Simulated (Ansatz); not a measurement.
Name a neutral molecule of B, C, F and H with size of the dipole moment (PBE/def2-TZVPP) between 1.25 and 1.55 D and HOMO–LUMO gap (B3LYP/def2-TZVPP) between 6.65 and 6.95 eV (Ansatz, PBE0-D4/def2-TZVP geometry).

`FC1=CCB1` (1.41 D, 6.80 eV); `BCB(C)F` (1.37 D, 6.68 eV); `CBC(C)F` (1.27 D, 6.87 eV). Other molecules can fit too; these were computed, each in one conformer that needn't be the lowest.

B3LYP here is the variant with VWN-RPA as its local correlation; programs differ in this.
